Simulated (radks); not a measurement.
Bi, 83 electrons, occupied as [Hg] 6p3 (the NIST ground configuration). All-electron calculation, scalar-relativistic Kohn-Sham, SCAN, spin-unpolarised, spherical densities, finite nucleus; meta-GGA in the generalised Kohn-Sham scheme; Fermi nuclear charge, rms radius 5.5211 fm. Program: a radial shooting solver on a logarithmic mesh with Libxc functionals.

Normalised radial functions P(r) = r R(r), r in bohr:

```
   r/bohr * 5d (the largest magnitude, 0.936, reaches the edge; | marks zero)
0.0008282                             *
 0.001317                             *
 0.002078                             *
 0.003305                             *
 0.005257                             *
 0.008361                             *
   0.0133                             *
  0.02115                             |*
  0.03363                             |  *
  0.05349                             |     *
  0.08508                             |         *
   0.1353                             |       *
   0.2135                       *     |
   0.3395              *              |
     0.54                             |  *
   0.8588                             |                          *
    1.366                             |                        *
    2.172                             |         *
    3.455                             | *
    5.495                             *
    8.739                             *
```

5d: eigenvalue -27.730 eV, 2 radial nodes at r = 0.180, 0.511 bohr, <r> = 1.23 bohr, 90 % of the charge inside 1.86 bohr.
